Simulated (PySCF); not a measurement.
**Telling isomers of C₅H₈F₃NSi apart by NMR**

PySCF 2.14 calculation with GFN2-xTB structure and shieldings: GIAO PBE0/pcSseg-1; gas phase, relativity neglected, a single conformation, one averaged value for each set of equivalent atoms.

δ = σ(ref) − σ, references computed at the same level: TMS for $^{1}$H (σref 31.72), $^{13}$C (σref 186.93). Splittings of carbon signals by F and P are missing where no couplings were computed. Where no couplings were computed, multiplicities follow the n + 1 count of equivalent neighbours, and m marks all less simple cases (inequivalent or close neighbours, rings, F or P nearby). Shifts are as computed. Against solution values, carbons near 30 ppm lie about +3 ppm off and those near 130 ppm about +5 ppm. Of 1211 compounds with measured shifts, 218 miss one by over three times the rms of a fit or turn the order of signals round; such compounds aren't used in these exercises.

(1) Tabulate the signals of `C=C([SiH3])/C=N\CC(F)(F)F`, `C=C/N=C\[C@@H]([SiH3])C(F)(F)F`, `CN([SiH3])CC#CC(F)(F)F` and their relative energies.

(2) What is the quickest way to tell C=C([SiH3])/C=N\CC(F)(F)F from CN([SiH3])CC#CC(F)(F)F?

(3) What is the quickest way to tell C=C([SiH3])/C=N\CC(F)(F)F from C=C/N=C\[C@@H]([SiH3])C(F)(F)F?

(4) What is the quickest way to tell C=C/N=C\[C@@H]([SiH3])C(F)(F)F from CN([SiH3])CC#CC(F)(F)F?

Results:

(1) 
```json
{"SMILES": "C=C([SiH3])/C=N\\CC(F)(F)F", "carbon types": "2×C 1×CH 2×CH2", "δC": "177.6, 150.6, 138.7, 133.1, 57.3", "δH": "8.66 (s, 1H), 6.20 (br s, 1H), 5.87 (br s, 1H), 4.52 (m, 2H), 4.26 (s, 3H)", "E rel. (kcal/mol)": "2.5"}
{"SMILES": "C=C/N=C\\[C@@H]([SiH3])C(F)(F)F", "carbon types": "1×C 3×CH 1×CH2", "δC": "155.2, 149.5, 136.3, 98.2, 36.5", "δH": "7.63 (m, 1H), 7.36 (m, 1H), 4.43 (m, 1H), 4.34 (m, 1H), 4.11 (d, 3H), 3.71 (m, 1H)", "E rel. (kcal/mol)": "0.0"}
{"SMILES": "CN([SiH3])CC#CC(F)(F)F", "carbon types": "3×C 1×CH2 1×CH3", "δC": "124.0, 94.4, 78.1, 44.8, 39.7", "δH": "4.65 (s, 3H), 3.78 (s, 2H), 2.76 (s, 3H)", "E rel. (kcal/mol)": "17.5"}
```

Energies are electronic energies at PBE0/pcSseg-1 on these geometries, without zero-point or thermal terms, each for the one conformer computed, which needn't be the lowest.

(2) Both give the same number of carbon signals, but DEPT or the intensities differ. The first has a C=N carbon (CH) at 177.6 ppm, the second a methyl carbon bonded to N (CH3) at 39.7 ppm. Their most deshielded carbons lie at 177.6 and 124.0 ppm. In the proton spectra the most deshielded non-exchanging signals are 8.66 (s, 1H) and 4.65 (s, 3H).

(3) Both give the same number of carbon signals, but DEPT or the intensities differ. The first has an sp3 CH2 bonded to N at 57.3 ppm, the second an sp3 CH bonded to Si at 36.5 ppm. Their most deshielded carbons lie at 177.6 and 155.2 ppm. In the proton spectra the most deshielded non-exchanging signals are 8.66 (s, 1H) and 7.63 (m, 1H).

(4) Both give the same number of carbon signals, but DEPT or the intensities differ. The first has a C=N carbon (CH) at 155.2 ppm, the second a methyl carbon bonded to N (CH3) at 39.7 ppm. Their most deshielded carbons lie at 155.2 and 124.0 ppm. In the proton spectra the most deshielded non-exchanging signals are 7.63 (m, 1H) and 4.65 (s, 3H).
